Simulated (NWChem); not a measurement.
**Basis-set dependence for BrSi**

```xyz
2

Si     0.0000     0.0000     1.5996
Br     0.0000     0.0000    -0.6398
```
Charge 0, spin multiplicity 2.

Program: NWChem. All single points use one geometry, from UPBE0/def2-SVP, a minimum by its harmonic frequencies.

Hartree-Fock energies in Ha, correlation energies in mHa.

The Hamiltonian is non-relativistic. The correlated methods keep 14 core orbitals frozen. This spin state was chosen for the runs; another may lie lower. The structure started from a generated list of species. The unpaired electrons of the parent sit in orbitals of symmetry b1 (C2v labels of the run); other states weren't searched. No SCF solution was tested for a lower state. Open-shell Hartree-Fock references start from PBE0 orbitals. No row is a measurement; the coupled-cluster row has its own basis-set and correlation limits.

```tsv
basis	functions	UHF	UMP2	SCS-UMP2	CCSD on ROHF	CCSD[T] on ROHF	CCSD(T) on ROHF	CCSD on UHF	CCSD[T] on UHF	CCSD(T) on UHF
STO-3G	27	-2830.23801	-22.3	-24.5	-32.8	-34.3	-34.1	-32.2	-33.7	-33.4
def2-SVP	50	-2860.92703	-287.6	-270.2	-308.3	-316.9	-316.4	-304.3	-312.6	-312.1
def2-TZVP	85	-2861.34374	-345.6	-328.8	-370.7	-385.9	-385.4	not run	not run	not run
def2-QZVP	145	-2861.40151	-429.7	-408.4	not run	not run	not run	not run	not run	not run
```

From def2-TZVP to def2-QZVP the Hartree-Fock energy moves by -57.8 mHa and the UMP2 correlation energy by -84.1 mHa, which is 20 % of its value in the larger set.
